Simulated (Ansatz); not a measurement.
Cost and result for the atomization energy of CH₆ClNOSi (`C[Si](N)(O)Cl`) (11 atoms, 10 bonds).

```xyz
11

C    -0.681   -0.315    1.296
Si    0.137    0.311   -0.239
N     0.337   -0.954   -1.349
O     1.624    0.954   -0.008
Cl   -1.043    1.884   -0.942
H    -1.650   -0.765    1.067
H    -0.851    0.501    2.001
H    -0.053   -1.068    1.776
H     0.905   -0.825   -2.170
H    -0.392   -1.631   -1.500
H     1.667    1.908    0.069
```

Total charge 0; spin multiplicity 1. The geometry is a stationary point of PBE0-D4/def2-TZVP. It is one conformer, not always the lowest. Program: Ansatz. All runs use 4 threads of an Arm Neoverse V1 on a shared host. Times are those of one run each, without the atoms' runs, and a repeat can differ threefold. Electronic energies, without spin–orbit coupling; frozen cores. CCSD(T)/CBS adds CCSD(T) − MP2 in def2-TZVPP to the MP2 limit, and its time is that of the two runs behind it. T1 = 0.010. B3LYP takes the VWN-RPA correlation (the form of Gaussian; ORCA's B3LYP/G). HSE06 is the plane-wave form, built on full-range PBE exchange.

CCSD(T)/CBS is a level of theory with its own doubt, some kJ/mol a heavy atom from the limit and from the frozen cores, so smaller differences don't rank the functionals.

```tsv
level	functions	wall time
LDA (SPW92)/def2-TZVPP	261	1.4 s
BLYP-D4/def2-TZVPP	261	2.3 s
revPBE-D4/def2-TZVPP	261	2.3 s
PBE-D4/def2-TZVPP (with forces)	261	2.8 s
HSE06-D4/def2-TZVPP	261	3.9 s
B3LYP-D4/def2-TZVPP (with forces)	261	5.5 s
CCSD(T)/def2-SVP	108	5.5 s
PBE-QIDH/def2-TZVPP	261	6.5 s
ωB97X-V/def2-TZVPP	261	9 s
B97M-V/def2-TZVPP	261	10 s
MP2/def2-QZVPP	491	24 s
CCSD(T)/def2-TZVPP	261	3.1 min
CCSD(T)/CBS(def2)	–	3.5 min
```

Q: What atomization energy does each give, and how far from CCSD(T)/CBS? (Estimate.)

A: Ansatz gave: 
```csv
level,atomization (kcal/mol),difference from CCSD(T)/CBS,per bond
LDA (SPW92)/def2-TZVPP,1125.2,132.9,13.3
BLYP-D4/def2-TZVPP,984.8,-7.5,-0.7
revPBE-D4/def2-TZVPP,978.1,-14.2,-1.4
PBE-D4/def2-TZVPP (with forces),1002.0,9.7,1.0
HSE06-D4/def2-TZVPP,986.6,-5.7,-0.6
B3LYP-D4/def2-TZVPP (with forces),987.1,-5.2,-0.5
CCSD(T)/def2-SVP,913.2,-79.1,-7.9
PBE-QIDH/def2-TZVPP,980.4,-11.9,-1.2
ωB97X-V/def2-TZVPP,992.8,0.5,0.1
B97M-V/def2-TZVPP,992.1,-0.2,0.0
MP2/def2-QZVPP,998.5,6.2,0.6
CCSD(T)/def2-TZVPP,961.8,-30.5,-3.1
CCSD(T)/CBS(def2),992.3,0.0,0.0
```

The D4 term adds +9.9 kcal/mol with B3LYP and +5.2 kcal/mol with PBE0; it sums over pairs of atoms, weighted by their polarisabilities, and B3LYP, whose exchange is more repulsive, gets the larger term. In def2-TZVPP, CCSD(T) changes the Hartree–Fock value by +247.1 kcal/mol (the triples alone add +14.0 kcal/mol) and MP2 by +265.6 kcal/mol; breaking electron pairs costs correlation energy, which Hartree–Fock lacks. From BLYP to BHLYP (50 % exact exchange), in def2-TZVPP and without D4, the atomization energy moves by −18.6 kcal/mol: exact exchange takes away binding that semilocal exchange gives to molecules.
